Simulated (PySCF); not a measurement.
C6H12N, doublet, at a GFN2-xTB geometry, with bond 16-6 at 1.3 times its length; BLYP/6-31G (PySCF).

Here is a job for PySCF.
```python
from pyscf import gto, scf, dft

mol = gto.M(
    atom='''
C     2.966887    0.299943    0.039558
C     1.512445    0.523645    0.016833
N     0.614151   -0.325881    0.008267
C    -0.811858   -0.133797   -0.010894
C    -1.370656   -0.799831    1.251892
C    -1.343405   -0.850762   -1.257354
C    -1.205105    1.348740   -0.045246
H     3.412456    0.784292   -0.828733
H     3.235723   -0.761356    0.035793
H     3.380904    0.769590    0.931296
H    -1.067528   -1.843262    1.288468
H    -2.456279   -0.747479    1.255737
H    -0.990706   -0.298817    2.139416
H    -2.428578   -0.797770   -1.287615
H    -0.943001   -0.387028   -2.156066
H    -0.950669   -2.208310   -1.240240
H    -0.811153    1.858051    0.831087
H    -0.792261    1.822413   -0.932811
H    -2.287176    1.449938   -0.058971
''',
    basis='6-31g',
    charge=0,
    spin=1,
    verbose=4,
)

mf = dft.UKS(mol)
mf.xc = 'blyp'
mf.diis = False
mf.max_cycle = 100
mf.kernel()
```

It wrote (shortened):

```
PySCF version 2.14.0

[INPUT] verbose = 4
[INPUT] num. atoms = 19
[INPUT] num. electrons = 55
[INPUT] charge = 0
[INPUT] spin (= nelec alpha-beta = 2S) = 1
[INPUT] symmetry False subgroup None
[INPUT] Mole.unit = angstrom
[INPUT] Symbol           X                Y                Z      unit          X                Y                Z       unit  Magmom
[...]
nuclear repulsion = 305.501083342905
number of shells = 59
number of NR pGTOs = 202
number of NR cGTOs = 87
basis = 6-31g
ecp = {}

******** <class 'pyscf.dft.uks.UKS'> ********
method = UKS
initial guess = minao
damping factor = 0
level_shift factor = 0
DIIS disabled
SCF conv_tol = 1e-09
SCF conv_tol_grad = None
SCF max_cycles = 100
direct_scf = True
direct_scf_tol = 1e-13
number electrons alpha = 28  beta = 27
XC library pyscf.dft.libxc version 7.1.2
    S. Lehtola, C. Steigemann, M. J. T. Oliveira, and M. A. L. Marques,  SoftwareX 7, 1–5 (2018)
XC functionals = blyp
    A. D. Becke,  Phys. Rev. A 38, 3098 (1988)
    C. Lee, W. Yang, and R. G. Parr,  Phys. Rev. B 37, 785 (1988)
    B. Miehlich, A. Savin, H. Stoll, and H. Preuss,  Chem. Phys. Lett. 157, 200 (1989)
radial grids:
    Treutler-Ahlrichs [JCP 102, 346 (1995); DOI:10.1063/1.469408] (M4) radial grids

becke partition: Becke, JCP 88, 2547 (1988); DOI:10.1063/1.454033
pruning grids: <function nwchem_prune>
grids dens level: 3
symmetrized grids: False
atomic radii adjust function: <function treutler_atomic_radii_adjust>
small_rho_cutoff = 0
Set gradient conv threshold to 3.16228e-05
tot grids = 216312
init E= -290.617052930827

cycle= 1 E= -290.157931983651  delta_E= 0.459  |g|= 0.458  |ddm|= 2.85
cycle= 2 E= -289.942628982895  delta_E= 0.215  |g|= 0.766  |ddm|= 1.31
cycle= 3 E= -289.092992060232  delta_E= 0.85  |g|= 1.48  |ddm|= 2.29
cycle= 4 E= -284.778988507896  delta_E= 4.31  |g|= 2.69  |ddm|= 12.3
cycle= 5 E= -251.16384719394  delta_E= 33.6  |g|= 5.62  |ddm|= 15.9
cycle= 6 E= -117.712017558888  delta_E=  133  |g|= 3.98  |ddm|=  153

cycle= 7 E= -123.201286424996  delta_E= -5.49  |g|= 5.57  |ddm|=  155

cycle= 8 E= -134.965479153549  delta_E= -11.8  |g|= 4.88  |ddm|=  139
cycle= 9 E= -114.54946972547  delta_E= 20.4  |g|= 5.78  |ddm|=  139

cycle= 10 E= -140.227284740913  delta_E= -25.7  |g|= 4.33  |ddm|=  121
cycle= 11 E= -114.609199996558  delta_E= 25.6  |g|= 5.77  |ddm|=  121

cycle= 12 E= -140.470543099721  delta_E= -25.9  |g|= 4.41  |ddm|=  122
cycle= 13 E= -114.614080830269  delta_E= 25.9  |g|= 5.77  |ddm|=  122

[...]

cycle= 68 E= -140.482190016056  delta_E= -25.9  |g|= 4.41  |ddm|=  122
cycle= 69 E= -114.614326720225  delta_E= 25.9  |g|= 5.77  |ddm|=  122

cycle= 70 E= -140.482190016057  delta_E= -25.9  |g|= 4.41  |ddm|=  122
cycle= 71 E= -114.614326720221  delta_E= 25.9  |g|= 5.77  |ddm|=  122

cycle= 72 E= -140.482190016051  delta_E= -25.9  |g|= 4.41  |ddm|=  122
cycle= 73 E= -114.614326720221  delta_E= 25.9  |g|= 5.77  |ddm|=  122

cycle= 74 E= -140.482190016049  delta_E= -25.9  |g|= 4.41  |ddm|=  122
cycle= 75 E= -114.614326720223  delta_E= 25.9  |g|= 5.77  |ddm|=  122

cycle= 76 E= -140.482190016046  delta_E= -25.9  |g|= 4.41  |ddm|=  122
cycle= 77 E= -114.614326720219  delta_E= 25.9  |g|= 5.77  |ddm|=  122

cycle= 78 E= -140.482190016053  delta_E= -25.9  |g|= 4.41  |ddm|=  122
cycle= 79 E= -114.614326720225  delta_E= 25.9  |g|= 5.77  |ddm|=  122

cycle= 80 E= -140.48219001603  delta_E= -25.9  |g|= 4.41  |ddm|=  122
cycle= 81 E= -114.614326720224  delta_E= 25.9  |g|= 5.77  |ddm|=  122

cycle= 82 E= -140.482190016045  delta_E= -25.9  |g|= 4.41  |ddm|=  122
cycle= 83 E= -114.614326720222  delta_E= 25.9  |g|= 5.77  |ddm|=  122

cycle= 84 E= -140.482190016064  delta_E= -25.9  |g|= 4.41  |ddm|=  122
cycle= 85 E= -114.614326720223  delta_E= 25.9  |g|= 5.77  |ddm|=  122

cycle= 86 E= -140.482190016053  delta_E= -25.9  |g|= 4.41  |ddm|=  122
cycle= 87 E= -114.614326720225  delta_E= 25.9  |g|= 5.77  |ddm|=  122

cycle= 88 E= -140.482190016053  delta_E= -25.9  |g|= 4.41  |ddm|=  122
cycle= 89 E= -114.61432672022  delta_E= 25.9  |g|= 5.77  |ddm|=  122

cycle= 90 E= -140.482190016035  delta_E= -25.9  |g|= 4.41  |ddm|=  122
cycle= 91 E= -114.61432672023  delta_E= 25.9  |g|= 5.77  |ddm|=  122

cycle= 92 E= -140.482190016053  delta_E= -25.9  |g|= 4.41  |ddm|=  122
cycle= 93 E= -114.614326720224  delta_E= 25.9  |g|= 5.77  |ddm|=  122

cycle= 94 E= -140.482190016048  delta_E= -25.9  |g|= 4.41  |ddm|=  122
cycle= 95 E= -114.61432672023  delta_E= 25.9  |g|= 5.77  |ddm|=  122

cycle= 96 E= -140.482190016049  delta_E= -25.9  |g|= 4.41  |ddm|=  122
cycle= 97 E= -114.614326720225  delta_E= 25.9  |g|= 5.77  |ddm|=  122

cycle= 98 E= -140.482190016047  delta_E= -25.9  |g|= 4.41  |ddm|=  122
cycle= 99 E= -114.614326720223  delta_E= 25.9  |g|= 5.77  |ddm|=  122

cycle= 100 E= -140.482190016051  delta_E= -25.9  |g|= 4.41  |ddm|=  122
SCF not converged.
SCF energy = -140.482190016051 after 100 cycles  <S^2> = 0.75000244  2S+1 = 2.0000024
```

Convergence was not reached.
